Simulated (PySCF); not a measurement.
A structure optimised at PBE0-D3(BJ)/def2-SVP, used in a PySCF frequency run:

```xyz
11

O     -1.4357     0.5971     1.3770
Si     0.0000     0.0000     0.8608
O      1.2350     0.9448     1.3770
O      0.2007    -1.5419     1.3770
C      0.0000     0.0000    -1.0612
F     -0.4099     1.1784    -1.5626
F      1.2255    -0.2342    -1.5626
F     -0.8156    -0.9442    -1.5626
H     -1.6586     1.5053     1.1529
H      2.1330     0.6838     1.1529
H     -0.4743    -2.1891     1.1529
```

Write its SMILES, formula and point group.

O[Si](O)(O)C(F)(F)F, CH3F3O3Si, C3

What are its rotational constants (standard atomic weights)?

2.2978, 1.3368, 1.3368 GHz
